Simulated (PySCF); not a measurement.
Compound: C6H10FO (doublet state).
SMILES with atom numbers: `[CH2:1][CH2:2][C@@H:3]1[CH2:4][O:5][C@H:6]1[CH2:7][F:8]` (hydrogens: H9, H10 on C1; H11, H12 on C2; H13 on C3; H14, H15 on C4; H16 on C6; H17, H18 on C7)

Structure used (GFN2-xTB), in Å, numbered top down from 1:
```xyz
18
C6H10FO angstrom
C      2.6463   -0.0847   -0.3275
C      1.4145   -0.5575    0.3249
C      0.1667    0.1304   -0.2268
C     -0.0971    1.5674    0.2418
O     -1.3459    1.1843    0.8302
C     -1.1634   -0.1880    0.4775
C     -2.3049   -0.7104   -0.3858
F     -2.1149   -2.0423   -0.6568
H      2.6643    0.0801   -1.3868
H      3.5558    0.0312    0.2260
H      1.2787   -1.6390    0.1538
H      1.4755   -0.4116    1.4064
H      0.1215    0.0081   -1.3097
H     -0.2321    2.3183   -0.5401
H      0.6012    1.9426    0.9944
H     -1.0638   -0.8238    1.3667
H     -3.2569   -0.6134    0.1450
H     -2.3543   -0.1855   -1.3448
```

The hyperfine couplings belong to this conformer and change with its torsions.

Method: PySCF 2.14.0, UKS B3LYP, pcH-1 on C F H O, non-relativistic, mean-field spin-orbit, GIAO. Isolated species at its GFN2-xTB geometry (one conformer only). The geometry wasn't refined by DFT: couplings that depend on bond lengths, twists or pyramidal angles can differ widely from those at the functional's own minimum. Stability of the SCF solution: not tested.

Predict the first-order ENDOR lines of F8, H11, H9/H10, H12, H13, H14 and H17 under fast tumbling at B = 346.0 mT (X band).

For S = 1/2 in fast tumbling each set of equivalent nuclei gives two lines, ν± = |νn ± a/2| to first order, with νn = g_N μN B/h and μN/h = 7.62259 MHz/T.

```tsv
nuclei	isotope	g_N	νn (MHz)	a_iso (MHz)	lower line (MHz)	upper line (MHz)
F8	19F	5.2577	13.87	1.44	13.15	14.59
H11	1H	5.5857	14.73	157.58	64.06	93.52
H9/H10	1H	5.5857	14.73	-63.22	16.88	46.34
H12	1H	5.5857	14.73	21.99	3.74	25.72
H13	1H	5.5857	14.73	-1.33	14.07	15.40
H14	1H	5.5857	14.73	1.24	14.11	15.35
H17	1H	5.5857	14.73	0.86	14.30	15.16
```

Which pairs are centred on the nuclear Larmor frequency, and which on half the coupling?

Centred on νn, since |a| < 2νn: F8, H12, H13, H14 and H17. Centred on |a|/2 and split by 2νn: H11 and H9/H10.

Class means assume fast exchange of nuclei equivalent by connectivity; if that motion is slow, each nucleus keeps its own coupling.

The largest Mulliken spin populations are on C1 (+1.08), C2 (-0.09) and H11 (+0.06). C1 is the only atom above +0.15. The angles at C1 add up to 359.8°, so it is planar; its axial dipolar tensor and the negative couplings of its protons fit spin in a p orbital normal to that plane.
